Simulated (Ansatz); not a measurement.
H3O2PSi, SMILES `OP1O[SiH2]1`, relaxed with RKS PBE0-D4/def2-TZVP in the Gaussian-basis code of Ansatz from a PBE-D4/def2-SVP geometry. The force threshold is 0.005 eV/Å; the program also tests the step.

The species carries charge 0 and has multiplicity 1.

Start:

```xyz
7

O     1.798   -0.347   -0.717
P     0.695   -0.638    0.474
O    -0.687   -0.939   -0.330
Si   -1.414    0.714    0.054
H     1.378   -0.190   -1.590
H     0.141    1.020    0.622
H    -1.911    0.379    1.487
```

```json
{"step": "1", "energy (eV)": "-21300.7455", "largest force (eV/Å)": "1.458", "largest move (Å)": "0.000"}
{"step": "2", "energy (eV)": "-21300.8244", "largest force (eV/Å)": "0.861", "largest move (Å)": "0.074"}
{"step": "3", "energy (eV)": "-21300.8544", "largest force (eV/Å)": "0.397", "largest move (Å)": "0.042"}
{"step": "4", "energy (eV)": "-21300.8613", "largest force (eV/Å)": "0.109", "largest move (Å)": "0.023"}
{"step": "5", "energy (eV)": "-21300.8615", "largest force (eV/Å)": "0.321", "largest move (Å)": "0.045"}
{"step": "6", "energy (eV)": "-21300.8657", "largest force (eV/Å)": "0.056", "largest move (Å)": "0.015"}
{"step": "7", "energy (eV)": "-21300.8668", "largest force (eV/Å)": "0.055", "largest move (Å)": "0.040"}
{"step": "8", "energy (eV)": "-21300.8671", "largest force (eV/Å)": "0.015", "largest move (Å)": "0.009"}
{"step": "9", "energy (eV)": "-21300.8672", "largest force (eV/Å)": "0.008", "largest move (Å)": "0.005"}
{"step": "10", "energy (eV)": "-21300.8672", "largest force (eV/Å)": "0.005", "largest move (Å)": "0.001"}
```

End:

```xyz
7

O     1.729   -0.344   -0.720
P     0.688   -0.620    0.477
O    -0.686   -0.967   -0.251
Si   -1.385    0.658   -0.017
H     1.327   -0.082   -1.560
H     0.201    0.913    0.653
H    -1.875    0.441    1.418
```

Run time 31 s (2 threads of an Arm Neoverse V1 on a shared host); peak host memory 0.32 GiB.
